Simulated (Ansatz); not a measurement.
Relaxation of a periodic cell of 20 atoms, HC$_{18}$N (surface graphene monolayer, adsorbate NH), to a largest force component of 0.03 eV/Å in at most 60 steps.

Level of theory: Ansatz 0.2.0, DFT r2SCAN-D3(BJ), scalar-relativistic, plane waves, PAW. Settings: PAW set soft_1, cutoff 500 eV, k mesh 2x2x1, gaussian smearing 0.05 eV, no spin polarisation.

```xyz
20
Lattice="7.3980 0.0000 0.0000 -3.6990 6.4069 0.0000 0.0000 0.0000 12.0000" Properties=species:S:1:pos:R:3
C 0.000 0.000 1.000
C 1.233 0.712 1.000
C -1.233 2.136 1.000
C 0.000 2.847 1.000
C -2.466 4.271 1.000
C -1.233 4.983 1.000
C 2.466 0.000 1.000
C 3.699 0.712 1.000
C 1.233 2.136 1.000
C 2.466 2.847 1.000
C 0.000 4.271 1.000
C 1.233 4.983 1.000
C 4.932 0.000 1.000
C 6.165 0.712 1.000
C 3.699 2.136 1.000
C 4.932 2.847 1.000
C 2.466 4.271 1.000
C 3.699 4.983 1.000
N 3.021 0.428 2.340
H 3.085 0.352 3.370
```

Problem. Where does it end, and by what steps?

Solution. The run converged. Limits of this set-up: slab without dipole correction, open-shell adsorbate without spin. After 8 steps the energy has fallen by 2.650 eV; H20 moved furthest, 0.92 Å.

| step | energy less start (eV) | largest force component (eV/Å) | accepted |
| --- | --- | --- | --- |
| 0 | 0.0000 | 3.904 | yes |
| 1 | -1.3883 | 2.440 | yes |
| 2 | -1.9540 | 1.862 | yes |
| 3 | -2.2342 | 1.937 | yes |
| 4 | -2.5082 | 1.463 | yes |
| 5 | -2.6114 | 0.840 | yes |
| 6 | -2.6408 | 0.512 | yes |
| 7 | -2.6489 | 0.076 | yes |
| 8 | -2.6497 | 0.016 | yes |

```xyz
20
Lattice="7.3980 0.0000 0.0000 -3.6990 6.4069 0.0000 0.0000 0.0000 12.0000" Properties=species:S:1:pos:R:3
C -0.032 0.045 0.929
C 1.177 0.772 1.020
C -1.253 2.176 0.936
C -0.034 2.879 0.941
C -2.489 4.303 0.930
C -1.253 4.989 1.020
C 2.403 0.018 1.313
C 3.714 0.775 1.312
C 1.200 2.159 0.990
C 2.461 2.887 0.990
C -0.040 4.309 0.987
C 1.219 5.036 0.987
C 4.935 0.019 1.020
C 6.148 0.747 0.930
C 3.674 2.213 1.020
C 4.907 2.897 0.929
C 2.454 4.315 0.941
C 3.672 5.020 0.936
N 3.032 0.441 2.590
H 3.502 -0.372 2.989
```

Time of the run: 3.6 min on 2 threads of Arm Neoverse V1, with other jobs on the host, peak memory 1.9 GiB.
